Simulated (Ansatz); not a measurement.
Energy needed to pull apart Al$_{2}$H$_{2}$Se (SMILES [AlH]1[AlH][Se]1), singlet, into free ground-state atoms, from the structure below (displaced at random from a GFN2-xTB minimum); no zero-point or spin–orbit terms; open-shell atoms are treated unrestricted, in their ground-state multiplicity.

```json
{"atom": "Al1", "x (Å)": "-1.0595", "y (Å)": "-0.5019", "z (Å)": "-0.3821"}
{"atom": "Al2", "x (Å)": "1.2156", "y (Å)": "0.2078", "z (Å)": "0.5511"}
{"atom": "Se3", "x (Å)": "-0.3313", "y (Å)": "1.7881", "z (Å)": "-0.4425"}
{"atom": "H4", "x (Å)": "-2.2356", "y (Å)": "-1.3554", "z (Å)": "-1.1057"}
{"atom": "H5", "x (Å)": "2.3757", "y (Å)": "0.0470", "z (Å)": "1.2527"}
```

Program: Ansatz 0.2.0. Basis: def2-TZVPP. Cores are frozen in the correlated methods. Filled d shells of the heavier atoms are correlated. The def2 sets are not built for correlating such inner shells, so the correlated values are less sure here.

```json
{"method": "PBE-D4", "atomization energy (eV)": "11.86"}
{"method": "r2SCAN-D4", "atomization energy (eV)": "?"}
{"method": "PBE0-D4", "atomization energy (eV)": "11.75"}
{"method": "r2SCAN0-D4", "atomization energy (eV)": "11.86"}
{"method": "HSE06-D4", "atomization energy (eV)": "?"}
{"method": "wB97M-V", "atomization energy (eV)": "11.72"}
{"method": "HF", "atomization energy (eV)": "8.24"}
{"method": "MP2", "atomization energy (eV)": "11.68"}
{"method": "CCSD", "atomization energy (eV)": "11.23"}
{"method": "CCSD(T)", "atomization energy (eV)": "11.53"}
```

(1) What does HSE06-D4 give? (An estimate is asked for; the value comes from the calculation.)

(2) What does r2SCAN-D4 give? (To be estimated.)

The T1 diagnostic stays at or below 0.014.

Results:

(1) The calculation gives: 11.75 eV, which is about 0.22 eV more than CCSD(T)/def2-TZVPP.

(2) Computed: 12.10 eV, which is about 0.57 eV more than CCSD(T)/def2-TZVPP.

In triple zeta the MP2 and coupled-cluster atomization energies are still short of their basis limit by a few kcal/mol a bond, whereas those of the functionals are nearly converged, so these differences are not deviations from converged CCSD(T).

For scale, one of the runs: CCSD(T)/def2-TZVPP forces, 160 basis functions (an equivalent command: `ansatz run in.yaml --threads 4`). Time: 88 s of wall clock on 4 CPU threads; the host was shared. Peak host memory: 1.9 GiB.
